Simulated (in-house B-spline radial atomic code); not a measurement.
# Ionising the tungsten ion W⁶⁺ with different functionals

Computed with a B-spline radial code for spherical atoms: scalar-relativistic (spin-free X2C) Hamiltonian, Fermi nucleus of rms radius 5.3658 fm, spin-polarised at highest spin, spherical fractional occupations for the functionals, the average over the highest-spin determinants for Hartree-Fock. The ionisation energy is the difference of two self-consistent energies, [Xe] 4f14 → [Xe] 4f13, without Breit or QED terms; ε is the level of the shell that loses the electron (its least bound occupied spin orbital). There is no spin-orbit coupling in this Hamiltonian.

Hybrids are left out here: with spherical fractional occupations of an open shell their exact exchange keeps a self-interaction that integer-occupation calculations don't have.

```csv
method,rung,ΔSCF (eV),-ε(4f) (eV)
Hartree-Fock,Hartree-Fock,119.84,126.35
LDA VWN5,LDA,123.28,109.53
LDA PW92,LDA,123.27,109.52
LDA exchange-only,LDA,121.07,107.38
PBE,GGA,?,?
PBEsol,GGA,122.91,109.18
BLYP,GGA,122.58,108.86
RPBE,GGA,122.77,109.04
PW91,GGA,122.97,109.23
BP86,GGA,122.96,109.22
AM05,GGA,123.02,109.27
OLYP,GGA,123.82,110.04
TPSS,meta-GGA,122.64,108.92
SCAN,meta-GGA,123.24,109.57
r2SCAN,meta-GGA,123.26,109.57
revTPSS,meta-GGA,?,?
```

(1) What does PBE give?

(2) What does revTPSS give?

(3) How do they compare with the NIST value?

## Answers

(1) ΔSCF 122.84 eV, and -ε(4f) = 109.11 eV.

(2) ΔSCF 122.68 eV, and -ε(4f) = 108.96 eV.

(3) NIST lists 122.01 eV ± 0.06 (semi-empirical, ground level to ground level). Errors run from -2.17 to +1.81 eV; BLYP is closest (+0.57 eV), though others lie within the uncertainty of it, and part of that can be cancellation, since the calculations leave out spin-orbit coupling, Breit-QED terms, multiplet and fine-structure energies. Hartree-Fock also lacks correlation.
